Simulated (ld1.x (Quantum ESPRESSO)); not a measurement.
# gold: PAW pseudisation with PBE, scalar-relativistic reference atom.

```json
{"Element": "Au (Z = 79)", "Generator": "ld1.x (Quantum ESPRESSO) 7.5", "Type": "PAW", "Functional": "PBE", "Relativity": "scalar-relativistic", "Frozen core": "[Kr] 4d10", "Valence charge": "33", "Reference configuration": "4f14 5s2 5p6 5d8 6s0 6p0 (charge +3)", "Partial waves": "5s (bound): rcut 1.55, rcutus 1.75 bohr; 6s (bound, empty): rcut 1.55, rcutus 1.75 bohr; 5p (bound): rcut 1.35, rcutus 1.60 bohr; 6p (bound, empty): rcut 1.35, rcutus 1.60 bohr; 5d (bound): rcut 1.60, rcutus 2.15 bohr; 5d channel at -0.55 Ry: rcut 1.60, rcutus 2.15 bohr; 4f (bound): rcut 0.65, rcutus 0.70 bohr; 4f channel at -8 Ry: rcut 0.65, rcutus 0.70 bohr", "Local potential": "all-electron potential smoothed inside 1.95 bohr (lloc = -1)", "Core correction": "a·sin(br)/r model core inside 0.40 bohr", "Augmentation charge": "BG, radius 0.75 bohr"}
```

All-electron outer shells of the reference configuration (PBE, scalar-relativistic, ld1.x):

```
shell  level (eV)  outermost node (bohr)  outermost maximum (bohr)
   4p     -583.05                   0.22                      0.40
   4d     -362.54                   0.20                      0.41
   5s     -144.65                   0.48                      0.84
   4f     -117.74                      –                      0.37
   5p      -95.68                   0.52                      0.96
   5d      -40.63                   0.56                      1.18
   6s      -33.27                   1.09                      2.05
   6p      -23.63                   1.27                      2.50
```

(1) Is a potential produced?

Results:

(1) No. ld1.x (Quantum ESPRESSO) 7.5 stopped with "compute_chi: chi too large beyond r_c": the function χ = (ε − T − V_loc)φ does not vanish beyond the cutoff radius.
